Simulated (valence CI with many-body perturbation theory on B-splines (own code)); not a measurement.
E1 transitions of Pd XIV

Level of theory: valence CI with perturbative core correlation (CI+MBPT): five valence electrons over a frozen Dirac-Fock core [Ar] 3d10, a basis of 11 s, 11 p, 10 d, 8 f, 5 g, 2 h functions for each j, with the one-electron correlation potential Σ1, the two-electron term Σ2, the three-electron term Σ3, Breit, model QED; selected CI, second order for the rest, scaled by the run's own slope (own B-spline code, finite nucleus).

No measured spectrum was set against this ion. As an estimate, levels hold to about 250 cm⁻¹ or 0.2 % of their energy and the worst to 1 %, as in measured heavy ions of charge 2 to 7; those with d or f electrons hold less well. Among the levels kept, up to 2300 cm⁻¹ of a level comes from second order outside the variational space, and about a tenth of that is noise between levels of different J, which matters for small intervals.

Lines 1 to 50 of 544 in falling wavelength, among levels below 1112000 cm⁻¹, chosen from the strongest by gf and those to the six lowest levels. Wavelengths and rates use the calculated energies, so an error of 900 cm⁻¹ moves a line at 454.8 Å by 0.41 % and its rate by three times that or more. Electric multipoles are in the length gauge with retardation, E1 and E2 with the static RPA response of the core. Weak lines are less certain than strong ones. Lines between different terms over intervals too small for the method are left out, as are lines whose strength nearly cancels. Where a level lies close to another of its J and parity, the split of strength between their lines is uncertain.

Names give the largest LS component (configuration and term), which can be under half, so a name can repeat, a term be missing and a line seem to break the LS rules; names also repeat where a configuration has a term twice. Letters in brackets count levels of one name in rising energy.

```
λ vac (Å)                  Upper                  Lower   A (s⁻¹)  log gf  Branch %
    454.8          4s 4p4 4P_3/2        4s2 4p3 2P°_3/2  1.23e+08   -1.82       2.0
    443.4          4s 4p4 4P_1/2        4s2 4p3 2P°_3/2  4.42e+07   -2.58       0.7
    399.5          4s 4p4 4P_5/2        4s2 4p3 2D°_5/2  3.19e+08   -1.34       8.1
    391.0     4s 4p3 4d 4G°_11/2      4s2 4p2 4d 2G_9/2  6.46e+08   -0.75      15.5
    385.4          4s 4p4 4P_1/2        4s2 4p3 2P°_1/2  4.59e+08   -1.69       7.0
    379.9          4s 4p4 2D_3/2        4s2 4p3 2P°_3/2  3.85e+07   -2.48       0.3
    378.5            4p5 2P°_3/2          4s 4p4 2P_3/2  4.10e+09   -0.45      20.6
    377.2          4s 4p4 4P_5/2        4s2 4p3 2D°_3/2  7.35e+08   -1.03      18.6
    376.2            4p5 2P°_1/2          4s 4p4 2P_1/2  4.25e+09   -0.74      21.8
    374.0  4s 4p3 4d 2F°_7/2 [b]  4s2 4p2 4d 2D_5/2 [d]  8.69e+08   -0.84       4.4
    364.0          4s 4p4 2D_5/2        4s2 4p3 2P°_3/2  1.52e+09   -0.74      18.0
    359.4          4s 4p4 4P_3/2        4s2 4p3 2D°_5/2  2.20e+08   -1.77       3.6
    342.9  4s 4p3 4d 4F°_9/2 [a]      4s2 4p2 4d 4F_9/2  8.41e+08   -0.83      26.0
    336.5          4s 4p4 2D_3/2        4s2 4p3 2P°_1/2  4.23e+08   -1.54       3.6
    334.8          4s 4p4 4P_1/2        4s2 4p3 2D°_3/2  2.45e+08   -2.08       3.7
    327.9  4s 4p3 4d 4F°_3/2 [a]      4s2 4p2 4d 4F_3/2  2.79e+09   -0.75      63.6
    327.6          4s 4p4 4P_5/2        4s2 4p3 4S°_3/2  2.89e+09   -0.55      73.1
    325.8  4s 4p3 4d 4F°_9/2 [a]      4s2 4p2 4d 4F_7/2  1.43e+09   -0.64      44.0
    324.3            4p5 2P°_3/2          4s 4p4 2D_5/2  8.07e+09   -0.29      40.5
    324.0            4p5 2P°_1/2          4s 4p4 2P_3/2  7.04e+09   -0.65      36.1
    322.3     4s 4p3 4d 4G°_11/2      4s2 4p2 4d 4F_9/2  3.53e+09   -0.18      84.5
    316.7  4s 4p3 4d 2F°_7/2 [b]  4s2 4p2 4d 2D_5/2 [c]  1.33e+09   -0.80       6.7
    316.1  4s 4p3 4d 4F°_9/2 [b]      4s2 4p2 4d 4F_7/2  3.22e+09   -0.32      71.1
    313.5          4s 4p4 2P_3/2        4s2 4p3 2P°_3/2  1.94e+09   -0.94       6.4
    312.6            4p5 2P°_3/2          4s 4p4 2D_3/2  3.52e+09   -0.69      17.7
    312.1  4s 4p3 4d 2F°_7/2 [a]      4s2 4p2 4d 4P_5/2  1.86e+09   -0.66       5.3
    310.9          4s 4p4 2D_3/2        4s2 4p3 2D°_5/2  2.45e+08   -1.85       2.1
    310.3  4s 4p3 4d 2G°_9/2 [a]      4s2 4p2 4d 4F_9/2  1.50e+09   -0.67      33.4
    308.0  4s 4p3 4d 4F°_9/2 [c]      4s2 4p2 4d 2G_7/2  1.38e+09   -0.71      19.1
    306.7  4s 4p3 4d 2D°_3/2 [b]      4s2 4p2 4d 4P_5/2  2.55e+09   -0.84       2.8
    304.4  4s 4p3 4d 4D°_7/2 [c]  4s2 4p2 4d 2F_7/2 [b]  1.47e+09   -0.79       1.0
    303.8  4s 4p3 4d 4D°_7/2 [c]      4s2 4p2 4d 4P_5/2  1.41e+09   -0.81       0.9
    302.4      4s 4p3 4d 4G°_7/2      4s2 4p2 4d 4F_5/2  4.51e+09   -0.31      56.3
    302.1  4s 4p3 4d 2G°_9/2 [a]  4s2 4p2 4d 2F_7/2 [a]  2.36e+09   -0.49      52.6
    301.0  4s 4p3 4d 2F°_7/2 [c]  4s2 4p2 4d 2F_7/2 [c]  5.17e+09   -0.25       2.1
    300.2          4s 4p4 2D_5/2        4s2 4p3 2D°_5/2  6.86e+09   -0.25      81.1
    300.1          4s 4p4 4P_3/2        4s2 4p3 4S°_3/2  5.69e+09   -0.51      94.2
    298.4  4s 4p3 4d 4P°_5/2 [a]      4s2 4p2 4d 4D_5/2  1.88e+09   -0.82       2.4
    297.3          4s 4p4 2D_3/2        4s2 4p3 2D°_3/2  9.82e+09   -0.28      82.9
    295.6  4s 4p3 4d 2G°_7/2 [a]      4s2 4p2 4d 2F_5/2  2.31e+09   -0.62      33.8
    295.4      4s 4p3 4d 4G°_5/2      4s2 4p2 4d 4F_3/2  4.93e+09   -0.41      69.5
    295.1          4s 4p4 4P_1/2        4s2 4p3 4S°_3/2  5.80e+09   -0.82      88.6
    292.1  4s 4p3 4d 2G°_9/2 [b]      4s2 4p2 4d 2G_9/2  1.19e+10    0.18      68.9
    291.7  4s 4p3 4d 4D°_7/2 [c]      4s2 4p2 4d 2G_7/2  1.73e+09   -0.75       1.1
    290.7  4s 4p3 4d 2D°_3/2 [d]  4s2 4p2 4d 2D_5/2 [b]  3.48e+09   -0.75       2.8
    289.6          4s 4p4 2S_1/2        4s2 4p3 2P°_1/2  9.75e+09   -0.61      35.3
    289.3  4s 4p3 4d 2F°_5/2 [c]  4s2 4p2 4d 2D_5/2 [b]  5.19e+09   -0.41       2.4
    289.0  4s 4p3 4d 2D°_5/2 [d]  4s2 4p2 4d 2P_3/2 [b]  2.41e+09   -0.74       4.2
    289.0  4s 4p3 4d 2D°_3/2 [a]      4s2 4p2 4d 4D_5/2  3.58e+09   -0.75       6.6
    288.0  4s 4p3 4d 4D°_7/2 [b]      4s2 4p2 4d 4D_5/2  2.67e+09   -0.58       9.2
```
